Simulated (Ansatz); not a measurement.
The cluster Se₃⁻ (the lowest doublet isomer of a short search). Total charge -1; doublet. Geometry PBE0-D4/def2-TZVPD, basis def2-TZVPD, Ansatz.

```xyz
3

Se    1.5925    0.4332    1.0365
Se   -1.8461    0.2079   -0.5889
Se    0.2536   -0.6411   -0.4476
```

```json
{"run": "A", "HOMO (eV)": "-1.13", "LUMO (eV)": "1.09"}
{"run": "B", "HOMO (eV)": "-0.04", "LUMO (eV)": "0.53"}
{"run": "C", "HOMO (eV)": "-3.23", "LUMO (eV)": "3.79"}
{"run": "D", "HOMO (eV)": "-2.34", "LUMO (eV)": "1.91"}
{"run": "E", "HOMO (eV)": "0.12", "LUMO (eV)": "0.63"}
```

The structure comes from a short search, and lower isomers may exist.

HOMO and LUMO are taken over both spins.

Question: The runs used BLYP, CAM-B3LYP, HF, PBE, PBE0. Estimate which is which.

Answer: A PBE0 (25 % exact exchange); B PBE (0 % exact exchange); C HF (100 % exact exchange); D CAM-B3LYP (range-separated); E BLYP (0 % exact exchange). Exact exchange lowers occupied and raises empty levels; among semilocal functionals meta-GGAs tend to open the gap a little, and such runs are hard to tell apart. The gap grows from 0.50 eV (BLYP) to 7.02 eV (HF). At BLYP-D4/def2-TZVPD the highest occupied level of the charge -1 doublet lies above zero (up to 0.12 eV). By energy differences its removal costs 2.93 eV (vertical, to the charge 0 singlet, at PBE0-D4/def2-TZVPD).
